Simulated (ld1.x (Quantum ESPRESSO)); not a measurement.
# Logarithmic derivatives: Li (Z = 3), TM semilocal

```json
{"Element": "lithium (Li)", "Generator": "ld1.x (Quantum ESPRESSO) 7.5", "Type": "norm-conserving Troullier–Martins (semilocal form)", "Functional": "PBE", "Relativity": "scalar-relativistic", "Frozen core": "[He]", "Valence charge": "1", "Reference configuration": "2s0.5 2p0 (charge +0.5)", "Partial waves": "2s (bound): rc 2.65 bohr; 2p (bound, empty): rc 4.20 bohr; 3d channel at 0.45 Ry: rc 4.60 bohr", "Local potential": "the d channel", "Core correction": "none"}
```

The phase is arctan(r·u′/u) with u = r·R(r), unwrapped; energies in Ry, scanned from -2 to 5 Ry. A pole is an energy at which the radial function vanishes at the test radius. The pseudo phase is shifted by a multiple of π to meet the all-electron one at the reference energy, and phase errors are pseudo minus all-electron; the curves can meet again beyond the range given. Levels narrower than the energy grid can be missing from the lists of poles.

```json
{"channel": "s", "radius (bohr)": "4.99", "reference energy (Ry)": "-0.39", "poles, all-electron": "-0.23, 1.32, 3.81", "poles, pseudo": "-0.23, 1.25, 3.33", "unbroken range about the reference energy with phases within 0.05 rad": "below 0.3", "phase error 1 Ry above the reference energy (rad)": "-0.056"}
{"channel": "p", "radius (bohr)": "4.99", "reference energy (Ry)": "-0.25", "poles, all-electron": "-0.06, 1.25, 3.42", "poles, pseudo": "-0.05, 1.43, 3.82", "unbroken range about the reference energy with phases within 0.05 rad": "below 0.3", "phase error 1 Ry above the reference energy (rad)": "+0.161"}
{"channel": "d", "radius (bohr)": "4.99", "reference energy (Ry)": "0.45", "poles, all-electron": "0.66, 2.48", "poles, pseudo": "0.66, 2.51", "unbroken range about the reference energy with phases within 0.05 rad": "below 3.3", "phase error 1 Ry above the reference energy (rad)": "+0.004"}
```

Phases in the p channel:

| E (Ry) | all-electron | pseudo |
| --- | --- | --- |
| -2.00 | 1.418 | 1.418 |
| -1.76 | 1.406 | 1.406 |
| -1.52 | 1.391 | 1.391 |
| -1.28 | 1.370 | 1.370 |
| -1.04 | 1.339 | 1.339 |
| -0.80 | 1.286 | 1.287 |
| -0.56 | 1.162 | 1.164 |
| -0.32 | 0.279 | 0.282 |
| -0.08 | -1.536 | -1.532 |
| 0.16 | -1.800 | -1.781 |
| 0.40 | -2.289 | -2.132 |
| 0.64 | -4.140 | -3.775 |
| 0.88 | -4.550 | -4.459 |
| 1.12 | -4.671 | -4.617 |
| 1.36 | -4.745 | -4.694 |
| 1.60 | -4.816 | -4.751 |
| 1.84 | -4.924 | -4.810 |
| 2.08 | -5.272 | -4.896 |
| 2.32 | -7.140 | -5.117 |
| 2.56 | -7.627 | -6.592 |
| 2.80 | -7.743 | -7.550 |
| 3.04 | -7.799 | -7.711 |
| 3.28 | -7.836 | -7.777 |
| 3.52 | -7.867 | -7.818 |
| 3.76 | -7.897 | -7.848 |
| 4.00 | -7.932 | -7.874 |
| 4.24 | -7.984 | -7.902 |
| 4.48 | -8.089 | -7.935 |
| 4.72 | -8.531 | -7.986 |
| 4.96 | -10.435 | -8.090 |
